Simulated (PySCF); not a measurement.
**Ionising TlB**

LDA; Tl def2-SVPD with ECP60, B def2-SVPD; scalar-relativistic core potentials (PySCF 2.14). Neutral (UKS): triplet (σ ↑, π ↑), Re = 2.447 Å, ωe = 355 cm⁻¹, De = 2.28 eV, HOMO -4.22 eV, LUMO -4.17 eV.

TlB⁻ (UKS): quartet (σ ↑, π ↑↑), Re = 2.264 Å, ωe = 445 cm⁻¹, De = 3.76 eV to Tl⁻ + B. The energies at the minima are -196.66106 hartree for TlB and -196.72321 for TlB⁻.

**Question.** Work out the adiabatic electron affinity, without and with harmonic zero-point energies (1 hartree = 27.2114 eV, 1 eV = 8065.5 cm⁻¹), and the change of the bond length.

**Answer.** At LDA: 0.06215 hartree = 1.691 eV between the minima; the zero-point term (355.0 − 445.0)/2 cm⁻¹ = -0.006 eV makes it 1.686 eV. Re changes by -18.3 pm against the neutral. The electron enters a π orbital; the charge polarises the partner, so the anion is bound more strongly.

These are scalar-relativistic numbers at best; spin–orbit coupling would shift them, the dissociation energy most. For an ion De counts to the pair picked by the measured ionisation energies or electron affinities, which need not be the lowest pair at this level. The highest Kohn–Sham level is positive in this anion. Much of that is self-interaction error, but it also means that the finite basis helps to hold the extra electron. States were picked by a PBE0 search and need not be the measured ground states.
